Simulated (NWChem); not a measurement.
System: C₂H₆OSi; SMILES [SiH2](O)C=C

Input file for NWChem:

```
start job
memory heap 200 mb stack 900 mb global 1100 mb
geometry units angstroms noautoz
  Si    -0.528030     0.695077    -0.037071
  O      1.036995     1.277221    -0.049967
  C     -0.530040    -1.171855     0.034920
  C      0.595321    -1.889222    -0.063972
  H     -1.158398     1.188986    -1.293306
  H     -1.300370     1.229559     1.131349
  H      1.525362     1.202477     0.774699
  H     -1.481440    -1.706406     0.163540
  H      1.568071    -1.402095    -0.199064
  H      0.600941    -2.984286    -0.021401
end
basis spherical
  * library def2-svp
end
dft
  xc pbe0
  iterations 150
  mulliken
end
task dft energy
```

Parts of the log:

```
             Northwest Computational Chemistry Package (NWChem) 7.3.0
             --------------------------------------------------------

 C1  symmetry detected

                             Geometry "geometry" -> ""
                             -------------------------

 Output coordinates in angstroms (scale by  1.889725989 to convert to a.u.)

  No.       Tag          Charge          X              Y              Z
 ---- ---------------- ---------- -------------- -------------- --------------
    1 Si                  14.0000    -0.57533530     0.70036308    -0.02801804
    2 O                    8.0000     0.97159660     1.32913537    -0.03090246
    3 C                    6.0000    -0.52189471    -1.16573988     0.04564106
    4 C                    6.0000     0.62509688    -1.84913016    -0.04502563
    5 H                    1.0000    -1.21171669     1.17428125    -1.28891319
    6 H                    1.0000    -1.37121894     1.21227761     1.13469350
    7 H                    1.0000     1.45640098     1.26963665     0.79709972
    8 H                    1.0000    -1.45769892    -1.72847119     0.16833498
    9 H                    1.0000     1.58370563    -1.33316628    -0.17400491
   10 H                    1.0000     0.66323633    -2.94350390    -0.00143043

 Effective nuclear repulsion energy (a.u.)     159.3223691431

                                 NWChem DFT Module
                                 -----------------

 Summary of "ao basis" -> "ao basis" (spherical)
 ------------------------------------------------------------------------------
       Tag                 Description            Shells   Functions and Types
 ---------------- ------------------------------  ------  ---------------------
 Si                         def2-svp                 8       18   4s3p1d
 O                          def2-svp                 6       14   3s2p1d
 C                          def2-svp                 6       14   3s2p1d
 H                          def2-svp                 3        5   2s1p

            General Information
            -------------------
          SCF calculation type: DFT
          Wavefunction type:  closed shell.
          No. of atoms     :    10
          No. of electrons :    40
           Alpha electrons :    20
            Beta electrons :    20
          Charge           :     0
          Spin multiplicity:     1
          Use of symmetry is: off; symmetry adaption is: off
          Maximum number of iterations: 150
          AO basis - number of functions:    90
                     number of shells:    44
          Convergence on energy requested:  1.00D-06
          Convergence on density requested:  1.00D-05
          Convergence on gradient requested:  5.00D-04

              XC Information
              --------------
                         PBE0 Method XC Functional
                     Hartree-Fock (Exact) Exchange  0.250
          PerdewBurkeErnzerhof Exchange Functional  0.750
            Perdew 1991 LDA Correlation Functional  1.000 local
           PerdewBurkeErnz. Correlation Functional  1.000 non-local

             Grid Information
             ----------------
          Grid used for XC integration:  medium
          Radial quadrature: Mura-Knowles
          Angular quadrature: Lebedev.
          Tag              B.-S. Rad. Rad. Pts. Rad. Cut. Ang. Pts.
          ---              ---------- --------- --------- ---------
          Si                  1.10       88          11.0       590
          O                   0.60       49          11.0       434
          C                   0.70       49          10.0       434
          H                   0.35       45          12.0       434
          Grid pruning is: on
          Number of quadrature shells:   505
          Spatial weights used:  Erf1

      Superposition of Atomic Density Guess
      -------------------------------------

 Sum of atomic energies:        -441.67499331

      Non-variational initial energy
      ------------------------------

 Total energy =    -443.511763
 1-e energy   =    -923.343030
 2-e energy   =     320.508898
 HOMO         =      -0.333592
 LUMO         =      -0.015326

     ---------------------------------------------
      Total Density - Mulliken Population Analysis
     ---------------------------------------------

    Atom       Charge   Shell Charges
 -----------   ------   -------------------------------------------------------
    1 Si  14    13.13   2.00  1.99  0.95  0.22  5.93  1.02  0.78  0.23
    2 O    8     8.78   1.99  1.10  0.64  3.09  1.95  0.00
    3 C    6     6.42   1.99  0.99  0.32  2.00  1.09  0.03
    4 C    6     6.14   1.99  0.96  0.28  1.93  0.95  0.03
    5 H    1     1.10   0.70  0.38  0.01
    6 H    1     1.10   0.70  0.39  0.01
    7 H    1     0.65   0.52  0.07  0.06
    8 H    1     0.88   0.66  0.20  0.02
    9 H    1     0.90   0.67  0.21  0.02
   10 H    1     0.90   0.67  0.20  0.02

   convergence    iter        energy       DeltaE   RMS-Dens  Diis-err
 ---------------- ----- ----------------- --------- --------- ---------
 d= 0,ls=0.0,diis     1   -443.9772055702 -6.03D+02  1.15D-02  5.29D-01
 d= 0,ls=0.0,diis     2   -443.9635404444  1.37D-02  6.78D-03  7.59D-01
 d= 0,ls=0.0,diis     3   -444.0353220766 -7.18D-02  1.21D-03  2.67D-02
 d= 0,ls=0.0,diis     4   -444.0376551600 -2.33D-03  3.98D-04  1.78D-03
 d= 0,ls=0.0,diis     5   -444.0378275258 -1.72D-04  1.65D-04  4.22D-04
  Resetting Diis
 d= 0,ls=0.0,diis     6   -444.0378824585 -5.49D-05  4.03D-05  1.75D-05
 d= 0,ls=0.0,diis     7   -444.0378848767 -2.42D-06  1.65D-05  1.05D-06
 d= 0,ls=0.0,diis     8   -444.0378848254  5.13D-08  9.23D-06  1.40D-06

         Total DFT energy =     -444.037884825411
      One electron energy =     -927.260253971615
           Coulomb energy =      366.174267329837
    Exchange-Corr. energy =      -42.274267326715
 Nuclear repulsion energy =      159.322369143082

 Numeric. integr. density =       39.999997925251

                       DFT Final Molecular Orbital Analysis
                       ------------------------------------

 Vector   18  Occ=2.000000D+00  E=-3.359175D-01
              MO Center= -1.4D-01,  6.3D-01,  5.4D-03, r^2= 3.5D+00
   Bfn.  Coefficient  Atom+Function         Bfn.  Coefficient  Atom+Function
  ----- ------------  ---------------      ----- ------------  ---------------
    24      0.298176   2 O  pz               22     -0.231271   2 O  px
    66     -0.227963   6 H  s                61      0.211138   5 H  s
    27      0.209501   2 O  pz               10     -0.185601   1 Si pz
    25     -0.178551   2 O  px               67     -0.166932   6 H  s
    62      0.157296   5 H  s                38     -0.128749   3 C  pz

 Vector   19  Occ=2.000000D+00  E=-3.092549D-01
              MO Center= -1.8D-02,  8.3D-02,  3.1D-02, r^2= 3.6D+00
   Bfn.  Coefficient  Atom+Function         Bfn.  Coefficient  Atom+Function
  ----- ------------  ---------------      ----- ------------  ---------------
    23      0.361947   2 O  py               37      0.320454   3 C  py
    26      0.283217   2 O  py               35      0.238556   3 C  s
     9     -0.186455   1 Si py               40      0.176059   3 C  py
    76     -0.157904   8 H  s                66     -0.154234   6 H  s
    86      0.140961  10 H  s                82     -0.130140   9 H  s

 Vector   20  Occ=2.000000D+00  E=-2.898026D-01
              MO Center= -1.2D-01, -1.0D+00,  5.7D-03, r^2= 2.9D+00
   Bfn.  Coefficient  Atom+Function         Bfn.  Coefficient  Atom+Function
  ----- ------------  ---------------      ----- ------------  ---------------
    52      0.375621   4 C  pz               38      0.360920   3 C  pz
    55      0.259533   4 C  pz               41      0.246782   3 C  pz
    66     -0.156743   6 H  s                61      0.146726   5 H  s
    67     -0.138884   6 H  s                62      0.128198   5 H  s
    10     -0.089606   1 Si pz               15     -0.054827   1 Si d -1

 Vector   21  Occ=0.000000D+00  E=-1.099055D-02
              MO Center= -2.5D-03, -1.2D+00,  1.5D-03, r^2= 2.8D+00
   Bfn.  Coefficient  Atom+Function         Bfn.  Coefficient  Atom+Function
  ----- ------------  ---------------      ----- ------------  ---------------
    55      0.596049   4 C  pz               41     -0.526111   3 C  pz
    52      0.417686   4 C  pz               38     -0.353592   3 C  pz
    62     -0.304284   5 H  s                13     -0.269594   1 Si pz
    67      0.187639   6 H  s                11     -0.160159   1 Si px
    15      0.103043   1 Si d -1             61     -0.100258   5 H  s

 Vector   22  Occ=0.000000D+00  E= 3.399918D-02
              MO Center=  1.6D-01,  6.5D-01,  2.9D-01, r^2= 4.6D+00
   Bfn.  Coefficient  Atom+Function         Bfn.  Coefficient  Atom+Function
  ----- ------------  ---------------      ----- ------------  ---------------
    11      0.822443   1 Si px               21     -0.803763   2 O  s
    72      0.580791   7 H  s                49     -0.561198   4 C  s
    35      0.317409   3 C  s                12      0.277012   1 Si py
    67      0.268865   6 H  s                87      0.262339  10 H  s
    82      0.253872   9 H  s                 8      0.186010   1 Si px

 Vector   23  Occ=0.000000D+00  E= 8.909311D-02
              MO Center= -1.0D+00, -1.8D-01,  5.1D-02, r^2= 5.7D+00
   Bfn.  Coefficient  Atom+Function         Bfn.  Coefficient  Atom+Function
  ----- ------------  ---------------      ----- ------------  ---------------
    35      1.774180   3 C  s                12      1.286887   1 Si py
    77     -1.080419   8 H  s                 4     -0.484028   1 Si s
    87     -0.464066  10 H  s                62     -0.391655   5 H  s
    67     -0.391353   6 H  s                39     -0.357241   3 C  px
     3      0.346206   1 Si s                40      0.252186   3 C  py

     ---------------------------------------------
      Total Density - Mulliken Population Analysis
     ---------------------------------------------

    Atom       Charge   Shell Charges
 -----------   ------   -------------------------------------------------------
    1 Si  14    13.36   2.00  1.98  1.01  0.12  5.93  1.26  0.74  0.32
    2 O    8     8.42   1.99  1.07  0.66  2.88  1.82  0.01
    3 C    6     6.31   1.99  0.91  0.33  2.05  1.01  0.02
    4 C    6     6.07   1.99  0.90  0.26  2.03  0.87  0.03
    5 H    1     1.09   0.74  0.35  0.01
    6 H    1     1.11   0.74  0.36  0.01
    7 H    1     0.80   0.68  0.06  0.07
    8 H    1     0.94   0.73  0.18  0.02
    9 H    1     0.95   0.74  0.19  0.02
   10 H    1     0.94   0.74  0.18  0.02

     -------------------------------------------
      Total Density - Lowdin Population Analysis
     -------------------------------------------

    Atom       Charge   Shell Charges
 -----------   ------   -------------------------------------------------------
    1 Si  14    13.46   2.00  1.93  0.63  0.31  5.82  1.28  1.00  0.49
    2 O    8     8.23   1.97  0.88  0.60  2.71  2.05  0.01
    3 C    6     6.23   1.97  0.63  0.35  1.87  1.35  0.06
    4 C    6     6.04   1.97  0.61  0.32  1.83  1.24  0.07
    5 H    1     1.10   0.65  0.43  0.02
    6 H    1     1.11   0.65  0.44  0.02
    7 H    1     0.92   0.55  0.17  0.19
    8 H    1     0.96   0.63  0.27  0.07
    9 H    1     0.98   0.63  0.27  0.07
   10 H    1     0.97   0.63  0.27  0.07

     Multipole analysis of the density
     ---------------------------------

     L   x y z        total         alpha         beta         nuclear
     -   - - -        -----         -----         ----         -------
     0   0 0 0     -0.000000    -20.000000    -20.000000     40.000000

     1   1 0 0      0.116190      0.058095      0.058095     -0.000000
     1   0 1 0     -0.374473     -0.187236     -0.187236     -0.000000
     1   0 0 1      0.512132      0.256066      0.256066     -0.000000

     2   2 0 0    -22.722748    -59.048233    -59.048233     95.373719
     2   1 1 0      0.107199      2.509028      2.509028     -4.910858
     2   1 0 1      1.772908      0.317644      0.317644      1.137619
     2   0 2 0    -24.278894   -132.768226   -132.768226    241.257558
     2   0 1 1      1.302074     -0.056530     -0.056530      1.415134
     2   0 0 2    -24.804562    -18.983937    -18.983937     13.163312
```

Level: PBE0/def2-SVP. The geometry was optimised at PBE0/def2-SVP.
